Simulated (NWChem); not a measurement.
System: CCl$_{3}$ cation

```xyz
4

Cl    -1.5920     0.4266     0.0000
C      0.0000     0.0000     0.0000
Cl     0.4266    -1.5920     0.0000
Cl     1.1654     1.1654     0.0000
```
Atoms are numbered in this order, from 1.

Results from NWChem. Structure relaxed at the PBE0/def2-SVP level. Level: B3LYP/def2-SVP with COSMO at NWChem's default radii, gas-phase geometry; rows give the dielectric constant. Reactions with the solvent are ignored.

For dielectric constant 3.9:

```yaml
electrostatic solvation energy (kcal/mol): -44.4
```

Problem. How do the values read with dielectric constant 20.7 instead?

Solution. 
| Quantity | Value |
|---|---|
| electrostatic solvation energy (kcal/mol) | -56.9 |
